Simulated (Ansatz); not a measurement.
Cost and result for the atomization energy of GaH7N2Sn (`[NH2][GaH][NH][SnH3]`) (11 atoms, 10 bonds).

```xyz
11

N    -2.061    0.317    0.528
Ga   -0.591   -0.132    1.494
N     0.977   -0.283    0.568
Sn    1.337   -0.034   -1.400
H    -2.972    0.435    0.933
H    -2.060    0.495   -0.461
H    -0.673   -0.376    3.028
H     1.788   -0.537    1.113
H    -0.155    0.420   -2.094
H     1.901   -1.498   -2.083
H     2.509    1.192   -1.627
```

Total charge 0; spin multiplicity 1. Correlated methods include outer-core shells of Ga, Sn, which these sets cover unevenly. Scalar relativity is left out up to krypton. Sn takes the def2 core potential. All single points use the PBE0-D4/def2-TZVP geometry. It is one conformer, not always the lowest. Program: Ansatz. All runs use 4 threads of an Arm Neoverse V1 on a shared host. Times are those of one run each, without the atoms' runs, and a repeat can differ threefold. Electronic energies, without spin–orbit coupling; frozen cores. CCSD(T)/CBS adds CCSD(T) − MP2 in def2-TZVPP to the MP2 limit, and its time is that of the two runs behind it. T1 = 0.014. With those shells the extrapolation isn't a true limit.

CCSD(T)/CBS is a level of theory with its own doubt, some kJ/mol a heavy atom from the limit and from the frozen cores, so smaller differences don't rank the functionals.

| level | functions | wall time |
| --- | --- | --- |
| revPBE-D4/def2-TZVPP | 258 | 2.6 s |
| BLYP-D4/def2-TZVPP | 258 | 2.8 s |
| PBE0-D4/def2-TZVPP | 258 | 4.2 s |
| CAM-B3LYP-D4/def2-TZVPP | 258 | 4.9 s |
| r2SCAN-D4/def2-TZVPP (with forces) | 258 | 6 s |
| B2PLYP/def2-TZVPP | 258 | 7.5 s |
| ωB97X-V/def2-TZVPP | 258 | 11 s |
| B97M-V/def2-TZVPP | 258 | 11 s |
| CCSD(T)/def2-SVP | 121 | 15 s |
| ωB97M-V/def2-TZVPP (with forces) | 258 | 16 s |
| MP2/def2-QZVPP | 495 | 29 s |
| CCSD(T)/def2-TZVPP | 258 | 6.1 min |
| CCSD(T)/CBS(def2) | – | 6.5 min |

Q: What atomization energy does each give, and how far from CCSD(T)/CBS? (Estimate.)

A: Computed: 
```json
{"level": "revPBE-D4/def2-TZVPP", "atomization (kcal/mol)": "719.2", "difference from CCSD(T)/CBS": "-25.1", "per bond": "-2.5"}
{"level": "BLYP-D4/def2-TZVPP", "atomization (kcal/mol)": "732.3", "difference from CCSD(T)/CBS": "-12.0", "per bond": "-1.2"}
{"level": "PBE0-D4/def2-TZVPP", "atomization (kcal/mol)": "726.1", "difference from CCSD(T)/CBS": "-18.2", "per bond": "-1.8"}
{"level": "CAM-B3LYP-D4/def2-TZVPP", "atomization (kcal/mol)": "741.7", "difference from CCSD(T)/CBS": "-2.6", "per bond": "-0.3"}
{"level": "r2SCAN-D4/def2-TZVPP (with forces)", "atomization (kcal/mol)": "730.7", "difference from CCSD(T)/CBS": "-13.6", "per bond": "-1.4"}
{"level": "B2PLYP/def2-TZVPP", "atomization (kcal/mol)": "725.3", "difference from CCSD(T)/CBS": "-19.0", "per bond": "-1.9"}
{"level": "ωB97X-V/def2-TZVPP", "atomization (kcal/mol)": "744.8", "difference from CCSD(T)/CBS": "0.5", "per bond": "0.0"}
{"level": "B97M-V/def2-TZVPP", "atomization (kcal/mol)": "742.9", "difference from CCSD(T)/CBS": "-1.4", "per bond": "-0.1"}
{"level": "CCSD(T)/def2-SVP", "atomization (kcal/mol)": "677.6", "difference from CCSD(T)/CBS": "-66.7", "per bond": "-6.7"}
{"level": "ωB97M-V/def2-TZVPP (with forces)", "atomization (kcal/mol)": "736.3", "difference from CCSD(T)/CBS": "-8.0", "per bond": "-0.8"}
{"level": "MP2/def2-QZVPP", "atomization (kcal/mol)": "732.9", "difference from CCSD(T)/CBS": "-11.4", "per bond": "-1.1"}
{"level": "CCSD(T)/def2-TZVPP", "atomization (kcal/mol)": "721.3", "difference from CCSD(T)/CBS": "-23.0", "per bond": "-2.3"}
{"level": "CCSD(T)/CBS(def2)", "atomization (kcal/mol)": "744.3", "difference from CCSD(T)/CBS": "0.0", "per bond": "0.0"}
```

The D4 term adds +9.7 kcal/mol with B3LYP and +5.1 kcal/mol with PBE0; it sums over pairs of atoms, weighted by their polarisabilities, and B3LYP, whose exchange is more repulsive, gets the larger term. At CCSD(T), def2-SVP lies −66.8 kcal/mol from the extrapolated value and def2-TZVPP −23.0 kcal/mol: correlation converges slowly with the basis, and small sets miss more of it in the bonded molecule than in its fragments. From BLYP to BHLYP (50 % exact exchange), in def2-TZVPP and without D4, the atomization energy moves by −13.5 kcal/mol: exact exchange takes away binding that semilocal exchange gives to molecules.

B3LYP here is the variant with VWN-RPA as its local correlation; programs differ in this.

Spin–orbit coupling would lower the free Sn atoms strongly, and the atomization energy with them, by more than many differences here. For some Ge, Se and Sn compounds the MP2-based and the directly extrapolated limit differ by 10 to 25 kJ/mol.
